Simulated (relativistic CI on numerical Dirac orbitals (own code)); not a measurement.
## Slater and spin-orbit integrals, Ag²⁴⁺

Calculated at this level of theory: Dirac-Coulomb-Breit CI, KLI orbitals optimised for each configuration, QED by a radiative potential, unscaled Slater integrals (own radial code, finite nucleus).

Slater integrals F^k, G^k are unscaled and averaged over j, outside the closed core [Ne]; ζ comes from projecting the Hamiltonian with its Breit term on Σ l·s of the shell.

- 3s2 3p6 3d5: F^2(3d,3d) = 325350, F^4(3d,3d) = 209250, ζ(3d) = 23435 cm⁻¹; <r>(3d) = 0.311, <r^2>(3d) = 0.1129 (bohr units).
- 3s2 3p5 3d6: ζ(3p) = 190070, F^2(3d,3d) = 324530, F^4(3d,3d) = 208690, F^2(3p,3d) = 289770, G^1(3p,3d) = 320390, G^3(3p,3d) = 210380, ζ(3d) = 23088 cm⁻¹; <r>(3p) = 0.3429, <r^2>(3p) = 0.1358, <r>(3d) = 0.3117, <r^2>(3d) = 0.1134 (bohr units).
- 3s2 3p4 3d7: F^2(3p,3p) = 289680, ζ(3p) = 189890, F^2(3d,3d) = 323680, F^4(3d,3d) = 208120, F^2(3p,3d) = 289350, G^1(3p,3d) = 320310, G^3(3p,3d) = 210210, ζ(3d) = 22745 cm⁻¹; <r>(3p) = 0.3433, <r^2>(3p) = 0.1361, <r>(3d) = 0.3124, <r^2>(3d) = 0.114 (bohr units).

Q: Give the Racah parameters of the d shell in 3s2 3p6 3d5.

A: B = F²/49 − 5F⁴/441 = 4267 cm⁻¹ and C = 35F⁴/441 = 16607 cm⁻¹.

Averages of the first 10 configurations, taken without configuration mixing, which lowers the lowest level and can move excited configurations by several eV; other configurations of the list can lie among them:

```tsv
Configuration	Parity	States	Average energy above the lowest level (eV)
3s2 3p6 3d5	even	252	30.1
3s2 3p5 3d6	odd	1260	221.5
3s2 3p4 3d7	even	1800	417.4
3s 3p6 3d6	even	420	358.2
3p6 3d7	even	120	692.3
3s 3p5 3d7	odd	1440	548.5
3s2 3p6 3d4 4s	even	420	521.6
3s2 3p6 3d4 4p	odd	1260	569.9
3s2 3p6 3d4 4d	even	2100	639.2
3s2 3p6 3d4 4f	odd	2940	703.1
```
